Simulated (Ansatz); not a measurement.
A run for Ansatz (an electronic-structure program): R-CCSD(T)/def2-TZVPPD on CdFH (SMILES [F][CdH]), atoms moved off the minimum. Elements past Kr take the def2 small-core potentials; no spin–orbit coupling. Files ending in .json are basis or fitting sets from the Basis Set Exchange.

Ansatz 0.2 input:
```yaml
crystal:
  periodic: [false, false, false]
  atoms:
    - {symbol: Cd, position_ang: [0.01974274, 0.14321420, -0.20802704]}
    - {symbol: H, position_ang: [0.02087094, 0.04688763, -1.92801124]}
    - {symbol: F, position_ang: [-0.14751010, 0.01119565, 1.72333446]}
basis:
  gaussian:
    orbitals: def2-TZVPPD.json
magnetization: {spin_polarized: false}
correlation: {method: ccsd_t, electrons: outside_noble_gas}
scf: {lower_state_search: off}
output: {forces: true}
```

Give the final energy of this run.

-267.6421 hartree (reference determinant -266.9324, T1 diagnostic 0.018).

How many basis functions does it have, and what does it roughly cost on one machine?

113 functions; about 40 core-seconds (a rough figure).
